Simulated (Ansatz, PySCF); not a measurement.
Cl2Ga, charge +1, singlet, at a GFN2-xTB geometry (such geometries of metal compounds can be far from the true shape). Base run: PySCF with BLYP/def2-SVP.

PySCF was given this input:
```python
from pyscf import gto, scf, dft

mol = gto.M(
    atom='''
Ga    0.000000    0.000000    0.000000
Cl    0.000000    0.000000    2.070195
Cl   -0.000000   -0.000000   -2.070195
''',
    basis='def2-svp',
    charge=1,
    spin=0,
    verbose=4,
)

mf = dft.RKS(mol)
mf.xc = 'blyp'
mf.kernel()
```

The same geometry, method and basis name were run in Ansatz (a quantum-chemistry and plane-wave program) and PySCF, at each program's defaults and at the settings that a row names. The base is PySCF at its defaults. Differences at the defaults can come from grids, fitting, cores and function types together.

| code and settings | ΔE vs base (mEh) | basis functions | E (Eh) | SCF cycles |
|---|---|---|---|---|
| PySCF, defaults (exact integrals, its default grid, spherical functions) | 0.000 | 68 | -2844.56545 | 8 |
| Ansatz, defaults (factorised integrals, its default grid, spherical functions) | 0.002 | 68 | -2844.56545 | - |
| PySCF, density fitting with def2-universal-jkfit | -0.044 | 68 | -2844.56550 | 8 |
| PySCF, fine grid | 0.003 | 68 | -2844.56545 | 8 |
| Ansatz, high accuracy | 0.003 | 68 | -2844.56545 | - |
